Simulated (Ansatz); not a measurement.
Born–Oppenheimer molecular dynamics of C₂H₁₁BSSi₂ (17 atoms, charge 0, multiplicity 1). It starts at the highest image of a converged band. Of that band: Neighbouring images differ by up to 3.4 eV, so the band resolves the path poorly. A vibrational analysis at the climbing image gives one clearly imaginary mode, 1422i cm⁻¹: a first-order saddle point.

All numbers below come from RKS PBE-D4/6-31G* in Ansatz.

| Property | Result |
| --- | --- |
| ensemble | NVE (velocity Verlet) |
| time step | 0.5 fs |
| steps asked | 200 |
| starting velocities drawn for | 300 K |
| seed | 8751 |

First frame:

```xyz
17
Properties=species:S:1:pos:R:3
C 0.522 -2.836 0.005
B 0.257 -1.306 0.179
Si 1.909 -0.169 0.056
S -1.453 -0.594 0.549
C -1.542 0.857 -0.605
Si -1.198 2.468 0.348
H -0.531 -2.359 0.139
H 1.607 -2.882 0.023
H 0.049 -3.829 -0.014
H 3.088 -1.057 -0.246
H 1.814 0.849 -1.050
H 2.196 0.591 1.319
H -2.561 0.860 -1.028
H -0.841 0.713 -1.441
H 0.170 2.422 0.953
H -2.216 2.625 1.435
H -1.288 3.648 -0.581
```

Task: How far do the bonds stretch over the last three quarters of this one trajectory? (Pairs bonded in most of those frames.)

Result: 
```tsv
bond	mean (Å)	spread (Å)	shortest	longest
C1–B2	1.602	0.063	1.50	1.71
C1–H7	1.152	0.099	0.97	1.34
C1–H8	1.156	0.098	0.99	1.32
C1–H9	1.132	0.058	1.03	1.25
B2–Si3	2.030	0.067	1.93	2.20
B2–S4	1.879	0.161	1.59	2.16
Si3–H10	1.518	0.060	1.42	1.61
Si3–H11	1.507	0.018	1.48	1.54
Si3–H12	1.518	0.023	1.48	1.57
S4–C5	1.853	0.029	1.80	1.91
C5–Si6	1.913	0.031	1.86	1.95
C5–H13	1.106	0.002	1.10	1.11
C5–H14	1.102	0.005	1.09	1.11
Si6–H15	1.496	0.007	1.48	1.51
Si6–H16	1.503	0.017	1.48	1.53
Si6–H17	1.508	0.031	1.46	1.56
```

Mean temperature of the second half: 1026 K. The conserved energy stayed within 0.56 meV per atom of its start (net change 0.091 meV per atom), so the integration is sound. The kinetic energy rose, since the run started high on the potential surface and went downhill. A run of 0.1 ps of so small a system gives no equilibrium averages. The orbitals stay closed-shell, which can raise the energy where a bond breaks towards radicals; this wasn't checked here.

Run time: 4.7 min on 2 threads of AMD EPYC 9R45 96-Core Processor (Zen 5) (shared host), peak memory 0.21 GiB.
